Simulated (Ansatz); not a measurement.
Reactions of Cl2GeH2Se, SMILES `[Cl][GeH]([Cl])[SeH]`.

Calculated with Ansatz (gas phase, PBE0-D4/def2-TZVP geometries, no zero-point term in ΔE). CBS: MP2 limit from def2 TZ/QZ plus the TZ coupled-cluster correction, frozen cores. This one scheme is used for every species. Functionals use def2-TZVPP. B3LYP here is the variant with VWN-RPA as its local correlation; programs differ in this. def2 core potentials past Kr. For Br, Ge, In, Se outer-core shells are correlated without core-valence functions, which leaves a few kJ/mol of doubt a bond. Scalar relativity is left out up to krypton. Each species was taken in one conformer, which may not be the lowest.

```csv
reaction,MP2/CBS(def2) (kJ/mol),B3LYP-D4 (kJ/mol),CCSD(T)/CBS(def2) (kJ/mol)
`[Cl][GeH]([Cl])[SeH]` + H₂ → `[Cl][GeH2][Cl]` + H₂Se,53,43,42
`[Cl][GeH]([Cl])[SeH]` + H₂S → `[SH][GeH]([Cl])[Cl]` + H₂Se,14,13,13
`[Cl][GeH]([Cl])[SeH]` + CH₃OH → `C[O][GeH]([Cl])[SeH]` + HCl,29,30,27
`[Cl][GeH]([Cl])[SeH]` + `C=CF` → `C=C(F)[SeH]` + `[Cl][GeH2][Cl]`,109,106,106
`[Cl][GeH]([Cl])[SeH]` + `[CH3][In]([Cl])[Br]` → `[Cl][GeH]([Cl])[Br]` + `[CH3][In]([Cl])[SeH]`,5,7,6
`[Cl][GeH]([Cl])[SeH]` + SiH₄ → `[SiH3][SeH]` + `[Cl][GeH2][Cl]`,3,8,1
`[Cl][GeH]([Cl])[SeH]` → `[Cl][Ge][Cl]` + H₂Se,118,82,103
`[Cl][GeH]([Cl])[SeH]` + CH₃NH₂ → `C[NH][GeH]([Cl])[Cl]` + H₂Se,37,38,34
`[Cl][GeH]([Cl])[SeH]` + HBr → `[Cl][GeH]([Cl])[Br]` + H₂Se,-15,-17,-16
`[Cl][GeH]([Cl])[SeH]` + H₂ → `[Cl][GeH2][SeH]` + HCl,67,60,57
```

Largest T1 diagnostic: 0.013, for `[Cl][Ge][Cl]`.
